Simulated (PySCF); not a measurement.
## Mn⁺: ionisation energy

Mn⁺ [Ar] 3d5 4s1 (7S) → Mn²⁺ [Ar] 3d5 (6S), as a difference of total energies. All numbers are calculated (PySCF 2.14, the non-relativistic Hamiltonian (point nucleus), in aug-cc-pwCVTZ). Correlated levels: valence: [Ar] frozen; valence and next inner shell: [Ne] frozen; nothing frozen. The calculations carry no spin-orbit coupling.

```json
{"method": "UHF", "ionisation energy (eV)": "14.690"}
{"method": "LDA", "ionisation energy (eV)": "16.325"}
{"method": "PBE", "ionisation energy (eV)": "16.100"}
{"method": "PBE0", "ionisation energy (eV)": "15.783"}
{"method": "r2SCAN", "ionisation energy (eV)": "15.954"}
{"method": "r2SCAN0", "ionisation energy (eV)": "15.730"}
{"method": "B97-3", "ionisation energy (eV)": "15.499"}
{"method": "M06-2X", "ionisation energy (eV)": "15.316"}
{"method": "MP2 (valence)", "ionisation energy (eV)": "15.144"}
{"method": "SCS-MP2 (valence)", "ionisation energy (eV)": "14.841"}
{"method": "MP2 (valence and next inner shell)", "ionisation energy (eV)": "15.481"}
{"method": "SCS-MP2 (valence and next inner shell)", "ionisation energy (eV)": "15.187"}
```

Estimate what MP2 (all electrons) gives.

15.479 eV, closest to MP2 (valence and next inner shell) among the rows shown.

Estimate what SCS-MP2 (all electrons) gives.

15.186 eV, closest to SCS-MP2 (valence and next inner shell) among the rows shown.

These non-relativistic numbers lack the scalar-relativistic shift.

Errors of the correlated levels include the incompleteness of this basis and the frozen core.

For comparison: 15.640 eV (measured; NIST Atomic Spectra Database, ionization energies).
